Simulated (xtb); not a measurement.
Ga(H)2(OEt) (C2H7GaO), SMILES [O](CC)[GaH2]. All values are semi-empirical tight-binding results from xtb (GFN2-xTB unless named), good for trends rather than for accurate numbers. Geometry optimised at GFN2-xTB. The values are those of a single conformer.

Optimised geometry:

Bonded distances (Å): Ga1–H2 1.535, Ga1–H3 1.556, Ga1–O4 1.709, O4–C5 1.411, C5–C6 1.523, C5–H7 1.097, C5–H8 1.097, C6–H9 1.090, C6–H10 1.087, C6–H11 1.090. Angles (°): H2–Ga1–H3 126.2, H2–Ga1–O4 108.6, H3–Ga1–O4 125.1, Ga1–O4–C5 152.1, O4–C5–C6 111.8, O4–C5–H7 108.3, O4–C5–H8 108.3, C6–C5–H7 109.9, C6–C5–H8 110.0, H7–C5–H8 108.5, C5–C6–H9 109.5, C5–C6–H10 110.4, C5–C6–H11 109.5, H9–C6–H10 109.4, H9–C6–H11 108.6, H10–C6–H11 109.4.
Charge 0, spin multiplicity 1.

For metal compounds this method's bond lengths and energies can be far off.

| Quantity | Value |
|---|---|
| point group as xtb finds it | Cs |
| orbital gap | 5.14 eV |
| zero-point energy | 49.7 kcal/mol |
| G − E(el) at 298.15 K (modified RRHO) | 30.1 kcal/mol |

Computed atomic charges and the Wiberg bond orders between heavy atoms:
charges (e) Ga1 0.17, H2 -0.02, H3 -0.03, O4 -0.34, C5 0.09, C6 -0.11, H7 0.04, H8 0.04, H9 0.06, H10 0.05, H11 0.06. Bond orders Ga1–O4 1.29, O4–C5 0.95, C5–C6 1.01.
